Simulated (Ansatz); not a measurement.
`FC#[C][GeH2][SiH3]` + H₂ → `[SiH3][GeH3]` + `C#CF` at 700 K and 1 bar (hydrogenolysis of a Ge–C bond).

Computed with Ansatz on PBE0-D4/def2-TZVP structures; ΔE is electronic, products minus reactants. CCSD(T)/CBS is the MP2 limit (def2-TZVPP, def2-QZVPP) plus CCSD(T) − MP2 in def2-TZVPP, frozen cores. This one scheme is used for every species. For Ge outer-core shells are correlated without core-valence functions, which leaves a few kJ/mol of doubt a bond. Scalar relativity is left out up to krypton.

```csv
species,CCSD(T)/CBS energy (Eh),H − E (kJ/mol),S (J/(mol·K))
`FC#[C][GeH2][SiH3]`,-2543.99145,223.6,505.0
H₂,-1.17544,46.8,155.3
`[SiH3][GeH3]`,-2368.78170,184.9,383.3
`C#CF`,-176.38388,89.3,279.4
```

H − E and S are ideal-gas, rigid-rotor, harmonic terms from PBE0-D4/def2-TZVP. The MP2-based limit puts H₂ 0.8 mEh under its directly extrapolated value; such offsets cancel only in part. 1 Eh = 2625.50 kJ/mol, R = 8.31446 J/(mol·K).

Task: By hand: ΔE, ΔH, ΔS and ΔG.

Result: ΔE = (-2368.78170) + (-176.38388) − (-2543.99145) − (-1.17544) = 0.00131 Eh = 3.4 kJ/mol. Δ(H − E) = 184.9 + 89.3 − 223.6 − 46.8 = 3.8, so ΔH = 7.2 kJ/mol. ΔS = 383.3 + 279.4 − 505.0 − 155.3 = 2.4 J/(mol·K). ΔG = 7.2 − 700 × (2.4)/1000 = 5.5 kJ/mol.

Task: By hand: the equilibrium constant, and the temperature at which ΔG would vanish if ΔH and ΔS stayed fixed.

Result: log₁₀ K = −ΔG/(RT ln 10) = -0.4. ΔG = 0 at ΔH/ΔS = 3000 K, far beyond where these terms or the molecules hold.

The number of gas molecules stays the same, so ΔS is small and ΔH decides. The sign of ΔG lies within the doubt. A doubt of 5 kJ/mol in ΔE shifts log₁₀ K by 0.4 here. Modes under 60 cm⁻¹, often nearly free rotors, make the harmonic entropy too high. These are equilibria of isolated gas molecules and say nothing of rates. Largest T1 diagnostic: 0.013 (customary marks: 0.02 for closed shells, 0.045 for open ones).
